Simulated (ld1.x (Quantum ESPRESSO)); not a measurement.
## Before and after: RRKJ potential for Sr (Z = 38)

```json
{"Element": "strontium", "Generator": "ld1.x (Quantum ESPRESSO) 7.5", "Type": "norm-conserving RRKJ (Kleinman–Bylander form)", "Functional": "LDA (PZ)", "Relativity": "scalar-relativistic", "Frozen core": "[Kr]", "Valence charge": "2", "Reference configuration": "4d1 5s1 5p0", "Partial waves": "5p (bound, empty): rc 4.20 bohr; 4d (bound): rc 3.35 bohr; 5s (bound): rc 2.90 bohr", "Local potential": "the s channel", "Core correction": "none", "rho0": "0.02"}
```

Change: functional PBE.

Cutoffs: the cutoffs (Ry, on a coarse ladder) from which the occupation-weighted sum of valence levels, in a spherical-Bessel basis at the reference potential, stays within 10 and 1 mRy of its value at 400 Ry; they do not see the model core or the augmentation charge, which bear on the density cutoff. Errors are all-electron minus pseudo energies relative to the spin-unpolarised reference configuration.

What does the change do?

The potential gets neither clearly harder nor softer (10 Ry and 15 Ry → 10 Ry and 15 Ry); the number of tests with a reliable result goes from 9 to 7; of the 7 tests that both files solve, the error grows in 1 and shrinks in 0 by more than 15 % and 0.3 meV (median size 117.5 → 133.6 meV); neither file shows a bound ghost.

```csv
quantity,base,changed
"cutoff, loose",10 Ry,10 Ry
"cutoff, tight",15 Ry,15 Ry
bound ghosts,none,none
"error for 4d0 5s2 5p0, meV [ΔE -2.34 → -2.32 eV]",+102,+114
"error for 4d0 5s1 5p0, meV [ΔE 3.72 → 3.56 eV]",+165,+170
"error for 4d0 5s1.5 5p0, meV [ΔE 0.07 → 0.01 eV]",+118,+134
"error for 4d0.5 5s1.5 5p0, meV [ΔE -1.19 → -1.18 eV]",+19,+21
"error for 4d0 5s0 5p2, meV [ΔE 2.59 → 2.38 eV]",+234,+244
"error for 4d0 5s1 5p1, meV [ΔE 0.05 → -0.03 eV]",+141,+154
"error for 4d1 5s0 5p0, meV [ΔE 5.52 → 5.32 eV]",+36,+80
s: phases at 4.57 bohr within 0.05 rad from the reference energy up to (Ry; the scan ends near 5),0.6,0.6
p: phases at 4.57 bohr within 0.05 rad from the reference energy up to (Ry; the scan ends near 5),n/a,n/a
d: phases at 4.57 bohr within 0.05 rad from the reference energy up to (Ry; the scan ends near 5),0.5,0.5
```
